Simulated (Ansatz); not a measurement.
Consider the ligand exchange at the Si–O bond: `NBO[SiH3]` + `[NH2][SnH]([OH])[F]` → `[NH2][SnH]([F])[O][SiH3]` + `NBO`.

Isolated molecules relaxed with PBE0-D4/def2-TZVP in Ansatz; ΔE leaves out vibrations. CBS: MP2 limit from def2 TZ/QZ plus the TZ coupled-cluster correction, frozen cores. This one scheme is used for every species. Functionals use def2-TZVPP. def2 core potentials past Kr. For Sn outer-core shells are correlated without core-valence functions, which leaves a few kJ/mol of doubt a bond. Each species was taken in one conformer, which may not be the lowest.

`NBO[SiH3]`:

```xyz
10

N    -1.994   -0.589   -0.576
B    -0.937    0.105    0.013
O     0.349   -0.314   -0.207
Si    1.804    0.244    0.307
H    -2.953   -0.325   -0.448
H    -1.854   -1.394   -1.164
H    -1.165    1.061    0.707
H     2.492   -0.833    1.063
H     2.624    0.609   -0.875
H     1.633    1.435    1.181
```

`[NH2][SnH]([OH])[F]`:

Z-matrix (Å, degrees):
```
Sn
O 1 1.945
F 1 1.930 2 102.4
N 1 1.992 2 105.0 3 -117.7
H 1 1.694 2 115.6 3 115.1
H 2 0.961 1 112.0 3 -17.7
H 4 1.011 1 115.5 2 175.1
H 4 1.011 1 113.7 2 48.0
```

`[NH2][SnH]([F])[O][SiH3]`:

```xyz
11

N    -0.230    1.868    1.016
Sn   -1.255    0.632   -0.170
F    -0.918    1.048   -2.017
O    -0.466   -1.122    0.046
Si    1.028   -1.760   -0.146
H    -0.499    2.840    0.938
H     0.772    1.807    0.877
H    -2.926    0.565    0.052
H     1.283   -2.732    0.948
H     2.067   -0.690   -0.088
H     1.145   -2.455   -1.454
```

`NBO`:

Cartesian coordinates in Å:
```
N 0.860 -0.395 0.496
B -0.243 0.303 -0.002
O -0.954 -0.242 -1.040
H 1.155 -1.281 0.123
H 1.422 -0.052 1.253
H -0.551 1.360 0.481
H -1.689 0.308 -1.310
```

```
             level  ΔE (kcal/mol)
         r2SCAN-D4           -2.9
           PBE0-D4           -3.0
           ωB97X-V           -3.1
            r2SCAN           -2.8
              PBE0           -2.6
SCS-MP2/def2-TZVPP           -3.3
SCS-MP2/def2-QZVPP           -3.4
     MP2/CBS(def2)           -3.4
```

Problem. What does CCSD(T)/CBS give? (Best estimate.)

Solution. Computed: -3.5 kcal/mol. The listed levels differ from it by 0.6, 0.5, 0.4, 0.7, 0.9, 0.2, 0.1, 0.1 kcal/mol.

Largest T1 diagnostic among the species: 0.014.
